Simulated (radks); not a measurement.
Problem. The palladium ion Pd+, configuration [Ar] 3d10 4s2 4p5.75 4d9 5d0.25 (fractional occupations, a model configuration). Method: Dirac Kohn-Sham, BP86, spin-unpolarised, spherical densities, point nucleus; open shells are shared between the two j in proportion to 2j + 1; computed with a radial shooting solver on a logarithmic mesh with Libxc functionals. Some entries of the table are withheld. Estimate them.

orbital     occ.  eigenvalue (hartree)  <1/r> (bohr^-1)
1s1/2          2             -888.3157            48.25
2s1/2          2             -130.1129            11.09
2p1/2          2             -120.7274            11.07
2p3/2          4             -114.8664            10.43
3s1/2          2             -23.89232            3.863
3p1/2          2             -20.18814            3.767
3p3/2          4             -19.16673            3.612
3d3/2          4                   (1)            3.444
3d5/2          6                   (2)            3.404
4s1/2          2              -3.65150            1.466
4p1/2    1.91667                   (3)              (4)
4p3/2    3.83333                   (5)              (6)
4d3/2        3.6              -0.63304           0.9532
4d5/2        5.4              -0.61480           0.9396
5d3/2        0.1              -0.10954              (7)
5d5/2       0.15              -0.10914              (8)

Solution. 
(1) 3d3/2 eigenvalue (hartree): -12.60774
(2) 3d5/2 eigenvalue (hartree): -12.40412
(3) 4p1/2 eigenvalue (hartree): -2.50503
(4) 4p1/2 <1/r> (bohr^-1): 1.344
(5) 4p3/2 eigenvalue (hartree): -2.33998
(6) 4p3/2 <1/r> (bohr^-1): 1.294
(7) 5d3/2 <1/r> (bohr^-1): 0.1643
(8) 5d5/2 <1/r> (bohr^-1): 0.1637
